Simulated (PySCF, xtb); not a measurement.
Dimer: HCl (SMILES Cl) (first 2 atoms) with CHN (SMILES C#N); geometry from B3LYP-D3(BJ)/def2-TZVP, rigid monomers moved along the line of their centres of mass till H2···N4 is 1.83 Å.
(charge 0, multiplicity 1):
```xyz
5

Cl    -0.341    -1.533    -0.631
H     -0.272    -0.802     0.435
C     -0.114     0.881     2.883
N     -0.174     0.232     1.942
H     -0.057     1.485     3.760
```

Monomers are frozen at their geometry in the pair; levels with a basis set take the counterpoise correction. Rows marked so take none.

Rows in 6-311+G**, 6-31G* carry no dispersion term and start afresh at each structure (6-31G* with six Cartesian d functions).

Run with PySCF for 6-311+G** rows, 6-31G* rows; xtb for the GFN methods. Each number belongs to the level named beside it.

Q: One of these levels gives -3.43 kcal/mol for the interaction energy. Which?
(A) B3LYP/6-311+G** (no counterpoise)
(B) GFN2-xTB
(C) HF/6-31G*
(D) GFN-FF

A: D, GFN-FF. The others give -5.68 (GFN2-xTB), -1.21 (HF/6-31G*), -4.04 (B3LYP/6-311+G** (no counterpoise))
